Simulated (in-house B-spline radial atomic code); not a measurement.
Values are calculated unless marked as measured or tabulated.
## Cl in an electron gas of r_s = 2.67: phase shifts, screening, friction and resistivity

A nucleus sits in a uniform electron gas with a rigid positive background. The Kohn-Sham equations are solved self-consistently in the spin-unpolarised LDA (PW92), non-relativistic, on B-splines with outgoing waves at the boundary and partial waves to l = 8. The model has no lattice, no bands and no magnetic solution. Atomic units; δ_l are the phase shifts at the Fermi level, counted so that each bound state adds π, and good to about 0.0005.

The density parameter is r_s = 2.67 bohr, near that of the valence electrons of Cu (1 per atom, density 8.96 g/cm³, mass 63.55 u, which gives r_s = 2.67).

| l | δ_l (rad) |
| --- | --- |
| 0 | 8.1989 |
| 1 | 5.6001 |
| 2 | 0.3065 |
| 3 | 0.0230 |
| 4 | 0.0014 |
| 5 | 0.0003 |
| 6 | 0.0000 |
| 7 | 0.0002 |
| 8 | 0.0001 |

Bound levels below the band bottom (hartree): s -100, s -8.846, p -6.695, s -0.4825, p -0.07427.

(1) Check the Friedel sum rule, and say where the screening charge sits.

(2) Find the transport cross section and the electronic stopping of a 1 keV Cl ion (mass 35.45 u).

(3) What residual resistivity would 1 atomic per cent of such centres give in Cu?

(4) On a substitutional site the background of one host ion, a sphere holding 1 charge, is taken out. The phase shifts for l = 0 to 4 become 8.0336, 5.4267, 0.1411, 0.0149, 0.0013. What follows?

## Answers

(1) k_F = (9π/4)^(1/3)/r_s = 0.71879. The rule is Z = (2/π) Σ (2l + 1) δ_l. The terms are s 5.220, p 10.695, d 0.976, f 0.102 and 0.013 beyond, in all 17.006 against Z = 17. Bound states hold 6 s, 12 p, 0 d electrons, so the scattering states carry -0.99 in all; where a term is smaller than its bound count, the bound level has drawn weight out of the band.

(2) σ_tr = (4π/k_F²) Σ (l + 1) sin²(δ_l − δ_(l+1)). The terms for l = 0 to 3 are 0.2668, 1.3971, 0.2347, 0.0019, all together 1.9005, so σ_tr = 24.323 × 1.9005 = 46.226 bohr². With n = 3/(4π r_s³) = 0.01254, the friction coefficient is Q = n k_F σ_tr = 0.4167. For v well below v_F = 0.719, dE/dx = Q v; with 24801 eV per u at v = 1, v = √(1000/(24801 × 35.45)) = 0.0337, so dE/dx = 0.01405 hartree/bohr = 7.23 eV/nm. The largest term couples the p and d waves.

(3) Δρ = k_F n_i σ_tr/n in atomic units of 21.74 μΩ·cm. With one host atom per 1 electron, n_i/n = 0.01/1, so Δρ = 0.7188 × 0.01000 × 46.226 × 21.74 = 7.22 μΩ·cm. This is an atom added to the gas, as on an interstitial site.

(4) The Friedel sum is now 16.01, for Z − 1 = 16. The sum in σ_tr is 1.7197, so σ_tr = 41.83 bohr² and Δρ = 6.54 μΩ·cm per atomic per cent, 0.90 times the value above. A real host ion scatters too, so this model doesn't give zero even for the host's own atom.
